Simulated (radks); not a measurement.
The nuclear charge of the chromium ion Cr2+ is varied continuously with 22 electrons held in [Ar] 3d4. Calculated with a radial shooting solver on a logarithmic mesh with Libxc functionals: non-relativistic Kohn-Sham, PBEsol, spin-unpolarised, spherical densities, point nucleus. By the Hellmann-Feynman theorem dE/dZ = E(electron-nucleus)/Z, the electronic potential at the nucleus.

\begin{tabular}{lrrrrr}
Z & E (hartree) & E(electron-nucleus)/Z (hartree) & HOMO & e(HOMO) (eV) & <r> HOMO (bohr) \\ \hline
23.5 & -991.54598 & -99.8107 & 3d & -15.350 & 1.351 \\
24 & -1042.13173 & -102.530 & 3d & -22.958 & 1.219 \\
24.5 & -1094.07429 & -105.239 & 3d & -31.674 & 1.118 \\
25 & -1147.36912 & -107.940 & 3d & -41.402 & 1.039 \\
\end{tabular}

The central difference of E at Z = 24 is -102.528 hartree, to compare with the third column; the second derivative is -5.43 hartree.
